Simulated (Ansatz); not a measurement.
Ansatz results at the PBE0-D4/def2-TZVP geometry: HOMO energy (ωB97M-V/def2-TZVPP) -10.82 eV; HOMO energy (PBE/def2-TZVPP) -7.37 eV; size of the dipole moment (PBE/def2-TZVPP) 2.12 D.

Each molecule was computed in one conformer, which needn't be the lowest.

(1) Which molecule gave them?
A. `F[Si](F)(c1ccccc1)c1ccccc1`
B. `C[SiH](S)Cl`
C. `CO[SiH2]SC`
D. `CC(C)[Si](Cl)(Cl)Cl`

Answers

(1) D. The others give `F[Si](F)(c1ccccc1)c1ccccc1`: -9.62, -6.56, 2.69; `C[SiH](S)Cl`: -9.90, -6.46, 1.92; `CO[SiH2]SC`: -9.26, -5.85, 1.21.
